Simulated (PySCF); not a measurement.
**Ionisation energy of Pt by level of theory**

Pt [Xe] 4f14 5d9 6s1 (3D) → Pt⁺ [Xe] 4f14 5d9 (2D), as a difference of total energies. Calculation: PySCF 2.14, in x2c-TZVPPall with one added diffuse shell each of s, p, d, f type (12s8p8d4f1g, 113 functions); scalar relativity by spin-free X2C-1e. The calculations carry no spin-orbit coupling.

```json
{"method": "UHF", "ionisation energy (eV)": "7.593"}
{"method": "LC-wPBE", "ionisation energy (eV)": "8.766"}
{"method": "B3LYP", "ionisation energy (eV)": "9.297"}
```

The reference lies between the lowest fine-structure levels, while these numbers refer to the centres of the terms.

For comparison: 8.959 eV (measured; NIST Atomic Spectra Database, ionization energies).
